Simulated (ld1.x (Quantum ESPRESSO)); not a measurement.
# Cr (Z = 24), RRKJ: configuration errors across variants

Cr (Z = 24), norm-conserving RRKJ (Kleinman–Bylander form), made with ld1.x (Quantum ESPRESSO) 7.5 (PBEsol, scalar-relativistic). Core [Ne], reference 3s2 3p6 3d3 4s0 4p0 (charge +3). Waves: 3p (bound): rc 1.45 bohr; 3d (bound): rc 1.60 bohr; 3s (bound): rc 0.80 bohr. Local part: the s channel. Core correction: Bessel-smoothed model core, default radius (core density twice the valence density). rho0 = 0.001.

All-electron excitation energies from the reference (eV): (1) 3s2 3p6 3d5 4s1 4p0 -53.592; (2) 3s2 3p6 3d5 4s0 4p0 -46.719; (3) 3s2 3p6 3d4 4s0 4p0 -30.705; (4) 3s2 3p6 3d5.5 4s0.5 4p0 -52.869; (5) 3s2 3p6 3d5 4s0.5 4p0 -50.885; (6) 3s2 3p6 3d4 4s1 4p0 -45.583; (7) 3s2 3p6 3d6 4s0 4p0 -51.865.

The default core radius of the base comes out at 0.45 bohr.

3 further variants failed, have other tests or another functional or relativity, and are left out.

Errors AE − PS in meV (a dash: test not solved or not reliable):

```tsv
change	(1)	(2)	(3)	(4)	(5)	(6)	(7)	bound ghosts
base	+73	+85	+53	+67	+78	+74	+60	none
all radii but the core radius scaled by about 0.91 (s 0.72, p 1.32, d 1.46 bohr)	+55	+45	+30	+41	+51	+71	+28	none
core correction none	+73	+85	+53	+68	+78	+74	+61	none
wave 3s (bound): rc 0.80 bohr becomes 3s (bound): rc 1.08 bohr	+149	+94	+57	+108	+127	+197	+72	none
wave 3p (bound): rc 1.45 bohr becomes 3p (bound): rc 1.56 bohr	+70	+80	+51	+63	+74	+73	+55	none
wave 3p (bound): rc 1.45 bohr becomes 3p (bound): rc 1.46 bohr	+73	+85	+53	+67	+78	+74	+60	none
```

Give the same row for: wave 3d (bound): rc 1.60 bohr becomes 3d (bound): rc 1.28 bohr.

+35, +19, +14, +21, +28, +53, +9.6; bound ghosts: none.
